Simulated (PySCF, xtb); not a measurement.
C3H6F2Si, SMILES F/C=C\[SiH2]CF. The values are those of a single conformer.

Harmonic wavenumbers (cm⁻¹) from xtb 6.7.1 with GFN2-xTB at its own minimum, in rising order: 25, 81, 107, 186, 274, 304, 469, 565, 596, 649, 709, 759, 765, 769, 774, 893, 1015, 1023, 1199, 1203, 1279, 1297, 1440, 1681, 2241, 2248, 2957, 2965, 3044, 3089.

Task: What does PySCF with PBE-D3(BJ)/def2-SVP give at its own minimum? (An estimate is asked for; the answer gives what the named calculation found.)

Result: 36, 104, 111, 184, 287, 319, 469, 613, 637, 655, 730, 761, 822, 835, 912, 915, 1002, 1033, 1191, 1193, 1260, 1316, 1397, 1651, 2162, 2163, 2960, 3018, 3097, 3118. Paired by order, the mean absolute difference is 31 cm⁻¹ and the zero-point energies are 49.5 and 50.0 kcal/mol.
